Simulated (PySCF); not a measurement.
Excitation energy of Mo by level of theory

Mo [Kr] 4d5 5s1 (7S) → Mo [Kr] 4d4 5s1 5p1 (high-spin determinant), as a difference of total energies. All numbers are calculated (PySCF 2.14, scalar relativity by spin-free X2C-1e, in ANO-RCC-VTZP (7s6p4d2f1g, 68 functions)). Correlated levels: valence: [Kr] frozen; valence and next inner shell: [Ar] 3d10 frozen. The calculations carry no spin-orbit coupling.

```tsv
method	excitation energy (eV)
UHF	2.847
LDA	4.194
PBE	4.099
PBE0	3.932
r2SCAN	4.037
LC-wPBE	3.656
r2SCANh	3.988
B2PLYP	3.730
MP2 (valence)	3.409
SCS-MP2 (valence)	3.034
MP2 (valence and next inner shell)	3.669
SCS-MP2 (valence and next inner shell)	3.315
```

**Question.** How much does correlation contribute at MP2 (valence and next inner shell)?

**Answer.** 3.669 − (2.847) = 0.822 eV, measured against UHF.

A first-order spin-orbit estimate (lowest level to lowest level, LS coupling) adds -0.184 eV.

The basis was made for the ground configuration and has no added diffuse functions, so the excitation energy can come out too high.

The determinant of the upper state mixes LS terms, which raises its energy above the lowest term, most at the Hartree-Fock and MP2 levels.
